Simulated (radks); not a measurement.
Pt20+, configuration [Kr] 4d10 4f12.

Calculated with a radial shooting solver on a logarithmic mesh with Libxc functionals: Dirac Kohn-Sham, LB94 model potential, spin-unpolarised, spherical densities, finite nucleus; open shells fill j = l - 1/2 first; Fermi nuclear charge, rms radius 5.427 fm.

Energy parts (hartree):
part                   energy
kinetic            20967.5285
electron-nucleus  -44925.6056
Hartree             6010.6789
(The LB94 potential has no energy functional, so no total or exchange-correlation energy is given.)

Orbitals (lengths in bohr, moments of r in powers of bohr):
orbital  occ.  eigenvalue (hartree)      <r>
1s1/2       2             -2905.437  0.01713
2s1/2       2             -526.4755  0.07157
2p1/2       2             -505.9971  0.05891
2p3/2       4             -441.9296  0.06735
3s1/2       2             -138.3111   0.1861
3p1/2       2             -128.9860   0.1762
3p3/2       4             -114.8930   0.1916
3d3/2       4             -99.20902   0.1669
3d5/2       6             -96.16054   0.1716
4s1/2       2             -43.90899   0.4115
4p1/2       2             -39.93400   0.4131
4p3/2       4             -36.50566   0.4455
4d3/2       4             -29.92911   0.4502
4d5/2       6             -29.27341   0.4603
4f5/2       6             -20.81753   0.4657
4f7/2       6             -20.66740   0.4706

The highest occupied level is 4f7/2 at -562.39 eV. Summed over all electrons, <r^2> = 7.860 bohr^2, which gives a Langevin (diamagnetic) susceptibility term of -6.23 x 10^-6 cm^3/mol. The density falls to 0.001 e/bohr^3 at r = 1.49 bohr. For comparison, the ionisation energy in NIST's Atomic Spectra Database is 550 eV (theoretical). In exact Kohn-Sham theory the highest level is minus the ionisation energy, but local and semilocal functionals leave it too shallow, through self-interaction and a potential that decays too fast; potentials with the right tail come closer. The electron density at the nucleus is 1.973e+06 e/bohr^3.

Beside tabulated values, note that spin-unpolarised runs miss the spin-polarisation part of the exchange energy of open shells.
